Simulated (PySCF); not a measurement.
A structure optimised at PBE-D3(BJ)/def2-SVP, used in a PySCF frequency run:

```
Si
N 1 1.7567
H 2 1.0256 1 115.27
Si 2 1.7528 3 115.77 1 172.19
H 1 1.5023 2 108.11 3 -38.38
H 4 1.5026 2 106.94 3 170.70
H 1 1.5032 5 111.11 2 117.12
H 4 1.5065 6 110.13 2 120.36
H 4 1.5107 6 108.28 8 116.71
C 1 1.9010 5 108.53 7 119.05
H 10 1.1110 1 109.07 5 50.80
H 10 1.1126 11 107.19 1 -117.08
Si 10 1.8737 11 110.23 12 -117.53
F 13 1.6481 10 108.19 11 -85.88
H 13 1.5019 14 107.49 10 119.59
H 13 1.5028 15 110.25 14 -116.68
```

**Question.** Write its SMILES and formula.

**Answer.** F[SiH2]C[SiH2]N[SiH3], CH₁₀FNSi₃

**Question.** What are its rotational constants (standard atomic weights)?

**Answer.** 5.0932, 0.62491, 0.59492 GHz
